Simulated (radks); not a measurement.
Results of a calculation; reference values are marked as such.
All-electron atom: the ytterbium ion Yb50+ in [Ar] 3d2. Code: a radial shooting solver on a logarithmic mesh with Libxc functionals. Model: scalar-relativistic Kohn-Sham, r2SCAN, spin-polarised, spherical densities, finite nucleus; open shells are filled with parallel spins first (spin-orbit coupling, left out, can overturn this in heavy ions); meta-GGA in the generalised Kohn-Sham scheme; Fermi nuclear charge, rms radius 5.3108 fm.

Radial electron density D(r) = 4 pi r^2 rho(r):

r (bohr),D(r) (e/bohr),spin D(r)
0.002365,21.82,-0.000386
0.002624,25.15,-0.000443
0.002935,29.18,-0.000511
0.003256,33.35,-0.000581
0.003642,38.29,-0.000663
0.004042,43.28,-0.000744
0.004521,49.05,-0.000835
0.005016,54.71,-0.000921
0.00561,61.02,-0.00101
0.006225,66.95,-0.00109
0.006963,73.23,-0.00115
0.007788,79.17,-0.00119
0.008642,84.15,-0.00117
0.009666,88.68,-0.00106
0.01073,91.89,-0.000816
0.012,94.06,-0.000294
0.01331,94.79,0.000601
0.01489,94.20,0.00233
0.01652,92.54,0.00513
0.01848,89.92,0.0104
0.0205,87.24,0.0187
0.02293,84.81,0.0338
0.02545,83.70,0.0571
0.02846,84.45,0.0984
0.03158,87.39,0.160
0.03533,92.98,0.265
0.0392,99.93,0.417
0.04384,108.1,0.664
0.04865,114.8,1.00
0.05441,119.1,1.52
0.06038,118.9,2.18
0.06753,113.2,3.12
0.07554,102.2,4.32
0.08382,88.90,5.67
0.09375,74.21,7.30
0.104,63.11,8.88
0.1164,56.30,10.5
0.1291,55.32,11.6
0.1444,58.48,12.3
0.1602,62.34,12.2
0.1792,63.80,11.2
0.1989,60.39,9.66
0.2224,51.31,7.52
0.2468,39.55,5.44
0.2761,26.27,3.44
0.3063,15.78,2.01
0.3426,7.824,0.986
0.3802,3.498,0.443
0.4252,1.226,0.159
0.4718,0.3849,0.0516
0.5278,0.08877,0.0126
0.5856,0.01817,0.00274
0.655,0.002520,0.000413

D(r) has 3 maxima, at r = 0.0134, 0.0571, 0.176 bohr, and minima at 0.0259, 0.125 bohr, inside which lie 1.92, 10.74 electrons.
